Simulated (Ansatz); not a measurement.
The molecule SbMo, multiplicity 8 (an upper state: multiplicity 4 came lower at CCSD(T)/def2-TZVPP on PBE0 minima). No spin–orbit coupling.

Seven points along R, fitted to fifth degree in 1/R; most abundant isotopes. In def2 and cc sets the state is the lowest found near the PBE0 minimum, followed along R.

Programs: Ansatz (an electronic-structure program).  In def2 rows elements past Kr take small-core potentials, without spin–orbit coupling.

Task: What bond length and harmonic frequency does PBE/def2-TZVPP give?

Result: r_e = 2.848 Å, ω_e = 170 cm⁻¹.

Task: What bond length and harmonic frequency does PBE0/def2-TZVPP give?

Result: r_e = 2.843 Å, ω_e = 172 cm⁻¹.

Task: What bond length and harmonic frequency does wB97X-V/def2-TZVPP give?

Result: r_e = 2.839 Å, ω_e = 179 cm⁻¹.
